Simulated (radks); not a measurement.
Valence configurations of Cd I (all share [Kr]). Method: scalar-relativistic Kohn-Sham, r2SCAN, spin-unpolarised, spherical densities, finite nucleus; meta-GGA in the generalised Kohn-Sham scheme; Fermi nuclear charge, rms radius 4.6087 fm; computed with a radial shooting solver on a logarithmic mesh with Libxc functionals. Energies are relative to 4d10 5s2; eigenvalues in eV.

valence           E (eV)    e(4d)   e(5p)    e(5s)
4d10 5s2           0.000  -12.195       -   -5.849
4d10 5s1.5 5p0.5   2.459  -13.229  -1.535   -6.436
4d10 5s1 5p1       4.920  -14.174  -1.993   -6.943
4d9.5 5s2 5p0.5    6.141  -15.057  -1.784   -7.110
4d9.5 5s1.5 5p1    8.812  -15.958  -2.241   -7.608
4d10 5p2           9.936  -15.873  -2.734        -
4d9 5s2 5p1       13.286  -17.802  -2.489   -8.244
4d9.5 5s0.5 5p2   14.233  -17.604  -2.976   -8.457
4d8 5s2 5p2       30.643  -23.129  -3.720  -10.289
4d7.5 5s2 5p2.5   40.859  -25.751  -4.288  -11.240

NIST lists [Kr] 4d10 5s2 as the ground configuration; this level of theory agrees among the configurations tried. The energies are those of spherical spin-averaged densities, not of single terms.
